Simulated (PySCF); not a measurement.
A structure optimised at PBE0-D3(BJ)/def2-SVP, used in a PySCF frequency run:

```
B
Cl 1 1.7408
Cl 1 1.7408 2 119.90
Br 1 1.9012 2 120.05 3 180.00
```

Problem. Write its SMILES, formula and point group.

Solution. ClB(Cl)Br, BBrCl2, C2v

Problem. What are its rotational constants (standard atomic weights)?

Solution. 3.1394, 1.7281, 1.1146 GHz
